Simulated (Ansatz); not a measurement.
`[CH3][AlH][TeH]` + `CBN` → `CB[NH][AlH][CH3]` + H₂Te at 298.15 K and 1 bar (ligand exchange at the Al–Te bond).

Computed with Ansatz on PBE0-D4/def2-TZVP structures; ΔE is electronic, products minus reactants. CCSD(T)/CBS is the MP2 limit (def2-TZVPP, def2-QZVPP) plus CCSD(T) − MP2 in def2-TZVPP, frozen cores. def2 core potentials past Kr. For Te outer-core shells are correlated without core-valence functions, which leaves a few kJ/mol of doubt a bond. Each species was taken in one conformer, which may not be the lowest.

| species | CCSD(T)/CBS energy (Eh) | H − E (kJ/mol) | S (J/(mol·K)) |
| --- | --- | --- | --- |
| `[CH3][AlH][TeH]` | -550.83681 | 149.0 | 342.5 |
| `CBN` | -121.21267 | 215.9 | 273.6 |
| `CB[NH][AlH][CH3]` | -403.12057 | 311.2 | 381.4 |
| H₂Te | -268.91024 | 41.3 | 228.4 |

H − E and S are ideal-gas, rigid-rotor, harmonic terms from PBE0-D4/def2-TZVP, for one conformer and one mirror image of each species. 1 Eh = 2625.50 kJ/mol, R = 8.31446 J/(mol·K).

By hand: ΔE, ΔH, ΔS and ΔG.

ΔE = (-403.12057) + (-268.91024) − (-550.83681) − (-121.21267) = 0.01867 Eh = 49.0 kJ/mol. Δ(H − E) = 311.2 + 41.3 − 149.0 − 215.9 = -12.4, so ΔH = 36.6 kJ/mol. ΔS = 381.4 + 228.4 − 342.5 − 273.6 = -6.3 J/(mol·K). ΔG = 36.6 − 298.15 × (-6.3)/1000 = 38.5 kJ/mol.

By hand: the equilibrium constant, and the temperature at which ΔG would vanish if ΔH and ΔS stayed fixed.

log₁₀ K = −ΔG/(RT ln 10) = -6.7. ΔH and −TΔS have one sign here, so there is no such temperature.

The number of gas molecules stays the same, so ΔS is small and ΔH decides. A doubt of 5 kJ/mol in ΔE shifts log₁₀ K by 0.9 here. Other conformers and mirror images would add mixing entropy, several J/(mol·K) or more a flexible species. Modes under 60 cm⁻¹, often nearly free rotors, make the harmonic entropy too high. These are equilibria of isolated gas molecules and say nothing of rates. Largest T1 diagnostic: 0.011 (customary marks: 0.02 for closed shells, 0.045 for open ones).

ΔS is within the doubt of such terms, so its sign, and with it that verdict, could turn.
